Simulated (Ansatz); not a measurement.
CH5AlO2 (`[CH3][Al]([OH])[OH]`), 9 atoms. Charge 0, multiplicity 1. All runs use 4 threads of an Arm Neoverse V1 on a shared host. Correlated methods freeze the cores. Open-shell runs search over several starts.

Question: Give the basis size and wall time and peak host memory of each of these runs in Ansatz. RHF-CCSD(T)/def2-TZVPP energy; direct RPA on PBE orbitals/def2-TZVPP energy; RKS r2SCAN-D4/def2-TZVPP energy and forces; RKS PBE0-D4/def2-TZVP frequencies; RKS B97M-V/def2-TZVPP energy; RKS PBE0-D4/def2-QZVPP energy; UKS ωB97X-V/def2-TZVPP energy of the cation; RHF-CCSD(T)/def2-SVP energy; UKS PBE-D4/def2-TZVPP energy of the cation; UKS ωB97M-V/def2-TZVPP energy of the cation; RKS PBE0-D4/def2-TZVP relaxation (5 steps); UKS B3LYP-D4/def2-TZVPP energy of the cation. (An estimate is asked.)

Answer: The calculation gave: Other jobs shared the machine, so times are rough.

```json
{"level": "RHF-CCSD(T)/def2-SVP", "job": "energy", "functions": "85", "wall time": "1.5 s", "peak host memory (GiB)": "0.41"}
{"level": "RKS r2SCAN-D4/def2-TZVPP", "job": "energy and forces", "functions": "205", "wall time": "2.8 s", "peak host memory (GiB)": "0.24"}
{"level": "direct RPA on PBE orbitals/def2-TZVPP", "job": "energy", "functions": "205", "wall time": "3.6 s", "peak host memory (GiB)": "0.42"}
{"level": "RKS PBE0-D4/def2-QZVPP", "job": "energy", "functions": "391", "wall time": "3.7 s", "peak host memory (GiB)": "0.99"}
{"level": "RKS B97M-V/def2-TZVPP", "job": "energy", "functions": "205", "wall time": "5.5 s", "peak host memory (GiB)": "0.29"}
{"level": "RKS PBE0-D4/def2-TZVP", "job": "relaxation (5 steps)", "functions": "160", "wall time": "9 s", "peak host memory (GiB)": "0.32"}
{"level": "UKS PBE-D4/def2-TZVPP", "job": "energy of the cation", "functions": "205", "wall time": "12 s", "peak host memory (GiB)": "0.51"}
{"level": "UKS B3LYP-D4/def2-TZVPP", "job": "energy of the cation", "functions": "205", "wall time": "18 s", "peak host memory (GiB)": "0.71"}
{"level": "UKS ωB97X-V/def2-TZVPP", "job": "energy of the cation", "functions": "205", "wall time": "30 s", "peak host memory (GiB)": "0.9"}
{"level": "RHF-CCSD(T)/def2-TZVPP", "job": "energy", "functions": "205", "wall time": "37 s", "peak host memory (GiB)": "2.7"}
{"level": "UKS ωB97M-V/def2-TZVPP", "job": "energy of the cation", "functions": "205", "wall time": "53 s", "peak host memory (GiB)": "0.96"}
{"level": "RKS PBE0-D4/def2-TZVP", "job": "frequencies", "functions": "160", "wall time": "60 s", "peak host memory (GiB)": "0.41"}
```

B3LYP here is the variant with VWN-RPA as its local correlation; programs differ in this.
